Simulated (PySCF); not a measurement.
**NMR problem set**

PySCF 2.14 calculation with GFN2-xTB structure and shielding tensors at PBE0/pcSseg-1 (GIAO); no relativistic terms, averaged over atoms made equivalent by symmetry, fast rotation or ring inversion, single conformer, no solvent model.

Referencing at the same level of theory: 1H (31.72 ppm), 13C (186.93 ppm) against TMS. Splittings of carbon signals by F and P are missing where no couplings were computed. Where no couplings were computed, multiplicities follow the n + 1 count of equivalent neighbours, and m marks all less simple cases (inequivalent or close neighbours, rings, F or P nearby). Shifts are as computed. Against solution values, carbons near 30 ppm lie about +3 ppm off and those near 130 ppm about +5 ppm. Of 1211 compounds with measured shifts, 218 miss one by over three times the rms of a fit or turn the order of signals round; such compounds aren't used in these exercises.

Problem. C$_{4}$H$_{11}$FO$_{2}$Si. 1H NMR (500 MHz, computed): δ 4.65 (m, 2H), 3.85 (s, 6H), 0.21 (s, 3H). 13C{1H} NMR (computed): δ 82.9 (CH2), 52.5 (CH3), -5.9 (CH3). Give a structure.

Solution. `CO[Si](C)(CF)OC`. Rings plus π bonds: 0. 3 carbon signals for 4 carbons: some carbons are equivalent by symmetry or fast rotation. Carbon types of the structure: 1 × CH2, 3 × CH3, which accounts for all hydrogens. δC 82.9: sp3 CH2 bonded to F and Si; pulled downfield by the heteroatom. δC 52.5: methyl carbon bonded to O; the inductive effect lowers its shielding. δH 3.85: hydrogen on a methyl carbon bonded to O; its carbon carries O, which withdraws density. δH 0.21: hydrogen on a methyl carbon bonded to Si; an electropositive neighbour shields it, as in TMS itself.

This is the structure that produced the data.

Problem. C$_{10}$H$_{8}$. 1H NMR (500 MHz, computed): δ 8.01 (d, 1H), 7.92 (d, 1H), 7.79 (m, 1H), 7.60 (m, 1H), 7.48 (m, 1H), 6.22 (m, 1H), 5.73 (m, 1H), 3.10 (s, 1H). 13C{1H} NMR (computed): δ 145.1 (C), 143.1 (CH), 141.2 (CH), 134.3 (CH), 133.1 (CH), 128.4 (CH), 125.7 (C), 120.9 (CH2), 93.0 (CH), 87.2 (C). What is it?

Solution. SMILES C#Cc1ccccc1C=C. Rings plus π bonds: 7 (1 ring in the answer). 10 carbon signals for 10 carbons: no two carbons are equivalent. Carbon types of the structure: 3 × C, 6 × CH, 1 × CH2, which accounts for all hydrogens. δC 143.1: alkene CH; as expected for a trigonal carbon in a double bond. δC 120.9: terminal =CH2 carbon; as expected for a trigonal carbon in a double bond. δC 93.0: terminal alkyne carbon; the triple bond shields along its axis, which puts it between sp3 and sp2 carbons. δC 87.2: alkyne carbon; sp carbons lie upfield of alkene carbons because the cylindrical π system leaves one tensor component strongly shielded.

The shifts were computed for this structure.
